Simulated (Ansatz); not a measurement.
One change: `[SiH3][O][Al]([Cl])[GaH2]` becomes `[SiH3][O][Al]([Cl])[Br]`.

Ansatz, PBE0-D4/def2-TZVP geometries, multiplicity 1. Each molecule was computed in one conformer, which needn't be the lowest.

Scalar relativity is left out up to krypton.

| property | `[SiH3][O][Al]([Cl])[GaH2]` |
| --- | --- |
| LUMO energy (PBE0/def2-TZVPP) / eV | -2.41 |
| LUMO energy (PBE/def2-TZVPP) / eV | -3.21 |
| LUMO energy (B3LYP/def2-TZVPP) / eV | -2.64 |
| LUMO energy (ωB97M-V/def2-TZVPP) / eV | -0.67 |
| size of the dipole moment (ωB97M-V/def2-TZVPP) / D | 1.17 |
| HOMO–LUMO gap (PBE/def2-TZVPP) / eV | 3.35 |

Task: Give the same properties after the change, and the shifts. (An estimate is asked.)

Result: The calculation gave: 
```json
{"property": "LUMO energy (PBE0/def2-TZVPP) / eV", "`[SiH3][O][Al]([Cl])[Br]`": "-1.19", "shift": "1.22"}
{"property": "LUMO energy (PBE/def2-TZVPP) / eV", "`[SiH3][O][Al]([Cl])[Br]`": "-2.04", "shift": "1.17"}
{"property": "LUMO energy (B3LYP/def2-TZVPP) / eV", "`[SiH3][O][Al]([Cl])[Br]`": "-1.45", "shift": "1.19"}
{"property": "LUMO energy (ωB97M-V/def2-TZVPP) / eV", "`[SiH3][O][Al]([Cl])[Br]`": "0.50", "shift": "1.17"}
{"property": "size of the dipole moment (ωB97M-V/def2-TZVPP) / D", "`[SiH3][O][Al]([Cl])[Br]`": "0.84", "shift": "-0.33"}
{"property": "HOMO–LUMO gap (PBE/def2-TZVPP) / eV", "`[SiH3][O][Al]([Cl])[Br]`": "5.36", "shift": "2.01"}
```

With PBE0 the HOMO falls by 1.15 eV and the LUMO rises by 1.22 eV, so the gap widens by about 2.37 eV. PBE moves the HOMO by -0.84 eV and ωB97M-V by -1.40 eV. Dipoles are sizes alone; their direction can turn.

B3LYP here is the variant with VWN-RPA as its local correlation; programs differ in this.

Spin–orbit coupling is left out; it splits and shifts lone-pair levels of the heavy atoms by tenths of an eV.
